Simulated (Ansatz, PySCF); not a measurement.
Ligands exchanged one at a time, B F-Br. Isolated molecules, 0 K electronic values unless said otherwise. Strings in code marks are SMILES.

Quantity: vertical ionisation energy (energy after one electron is removed minus that of the parent at the parent's geometry), in eV.

Level 1: frozen-core CCSD(T)/cc-pVTZ // B3LYP-D3(BJ)/def2-TZVP (Ansatz, an electronic-structure program)
Level 2: PBE-D3(BJ)/def2-TZVP // B3LYP-D3(BJ)/def2-TZVP (PySCF)
Level 3: PBE/6-31G* // B3LYP-D3(BJ)/def2-TZVP (PySCF)
Level 4: minus the HOMO energy of SVWN5/6-31G* // B3LYP-D3(BJ)/def2-TZVP (PySCF)

```json
[
 {"species": "`FB(F)Br`", "level 1": "11.76", "level 2": "11.59", "level 3": "11.44", "level 4": "7.63"}
]
```
